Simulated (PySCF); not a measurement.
Excitation energy of Be⁺ by level of theory

Be⁺ [He] 2s1 (2S) → Be⁺ [He] 2p1 (2P), as a difference of total energies. Computed with PySCF 2.14 in aug-cc-pCVTZ (7s6p4d2f, 59 functions), with the non-relativistic Hamiltonian (point nucleus). Correlated levels: valence and next inner shell: nothing frozen. The calculations carry no spin-orbit coupling.

```
                                method  excitation energy (eV)
                                   UHF                   3.993
                                   LDA                   3.501
                                   PBE                   3.448
                                  PBE0                   3.591
                                r2SCAN                   3.530
                                  MN15                   3.555
                                 HSE06                   3.575
                               wB97M-V                   3.759
                                 wB97X                   3.587
    MP2 (valence and next inner shell)                   3.988
SCS-MP2 (valence and next inner shell)                   3.999
```

Errors of the correlated levels include the incompleteness of this basis.

For comparison: 3.959 eV (measured; NIST levels, between the centres of gravity of the two terms).
